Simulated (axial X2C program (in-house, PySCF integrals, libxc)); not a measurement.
## Which molecule has these constants?

All values come from calculations with an axial X2C code built on PySCF integrals, spin-free (one-electron X2C) or two-component (2c: spin–orbit coupling with atomic mean-field Coulomb and Gaunt terms, which also bring small scalar terms), in Dyall basis sets with cores contracted in-house; open shells are unrestricted.

A two-component PBE0 calculation in a Dyall 3-zeta basis gave Re = 3.014 Å, ωe = 149.3 cm⁻¹, dipole magnitude 0.05 D, Ω = 5/2.

Question: Which molecule is it?
A. VSi
B. VS
C. VCl
D. NaV
E. MgV

Answer: E. The others have VSi 2.373 Å and 379.0 cm⁻¹ (Ω = 5/2); VCl 2.200 Å and 413.6 cm⁻¹ (Ω = 1); NaV 3.054 Å and 148.1 cm⁻¹ (Ω = 2); VS 2.043 Å and 557.1 cm⁻¹ (Ω = 3/2).

Each entry is the lowest single determinant of a limited PBE0 search at one distance. De goes to single-determinant-based atoms at the same level (for ions the charge split of lowest energy) and is withheld (n/a) where an atom does not fit its ground term or J level. Main or longest-lived isotopes. One determinant is a doubtful description, or other states lie close, for MgV, VSi, VCl, NaV, VS; these need not be ground states, and all values refer to the states named. Some open-shell Ω = 0 determinants are out of reach, so the Ω given for VCl, NaV need not be the lowest component. With several unpaired electrons the Ω given is that of one determinant, not necessarily of the lowest component. The functionals have no current term, which raises determinants with orbital currents.
